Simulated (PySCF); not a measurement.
Isomers of C4H12AlF2N. Method: PBE0-D3(BJ)/def2-SVP geometry optimisation, gas phase in PySCF 2.14.0. One conformer each; no zero-point energy, no entropy. No frequencies were run at this level. Point groups hold within 0.08 Å.

Task: Order them by energy at this level, lowest first, and give relative energies in kJ/mol.
A. `[CH3:1][N+:2]([CH3:3])([CH3:4])[AlH2-:5][CH:6]([F:7])[F:8]` with N2–Al5–C6–F7 -61°
B. `[CH3:1][N+:2]([CH3:3])([AlH3-:4])[CH2:5][CH:6]([F:7])[F:8]` with C1–N2–C5–C6 -175°, N2–C5–C6–F7 173°

Result: A (0.0), B (11.0).

| SMILES | E (Eh) | E rel (kJ/mol) | dipole (D) | point group | A, B, C (MHz) |
| --- | --- | --- | --- | --- | --- |
| C[N+](C)(C)[AlH2-][CH](F)F | -655.57694 | 0.0 | 4.54 | near Cs | 2400, 1073, 1056 |
| C[N+](C)([AlH3-])CC(F)F | -655.57274 | 11.0 | 4.37 | C1 | 2280, 1034, 969.8 |

Task: How do the relative energies change in single points at PBE0/pcSseg-1 (no added dispersion term) on the same geometries?

Result: 
```
                    SMILES  PBE0-D3(BJ)/def2-SVP (kJ/mol)  PBE0/pcSseg-1 (kJ/mol)  shift
C[N+](C)(C)[AlH2-][CH](F)F                            0.0                     0.0    0.0
   C[N+](C)([AlH3-])CC(F)F                           11.0                    18.1   +7.1
```

Each column counts from its own lowest isomer. The order is unchanged; the largest shift is 7.1 kJ/mol.
